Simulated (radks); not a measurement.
Problem. Valence configurations of Rh (all share [Kr]). Calculated with a radial shooting solver on a logarithmic mesh with Libxc functionals: scalar-relativistic Kohn-Sham, r2SCAN, spin-unpolarised, spherical densities, finite nucleus; meta-GGA in the generalised Kohn-Sham scheme; Fermi nuclear charge, rms radius 4.4945 fm. Order these by energy: 4d7.5 5s1.5; 4d9; 4d6 5s2 5p1; 4d5 5s2 5p2; 4d6 5s1 5p2; 4d8 5s0.5 5p0.5; 4d8 5p1; 4d8 5s1; 4d7 5s2; 4d7.5 5s1 5p0.5.

Solution. From the lowest, in eV above it: 4d9 0.000; 4d8 5s1 1.191; 4d7.5 5s1.5 2.300; 4d8 5s0.5 5p0.5 2.982; 4d7 5s2 3.793; 4d7.5 5s1 5p0.5 4.298; 4d8 5p1 4.795; 4d6 5s2 5p1 13.164; 4d6 5s1 5p2 18.241; 4d5 5s2 5p2 25.773. NIST lists [Kr] 4d8 5s1 as the ground configuration; this level of theory puts 4d9 lower, by 1.191 eV. The energies are those of spherical spin-averaged densities, not of single terms.
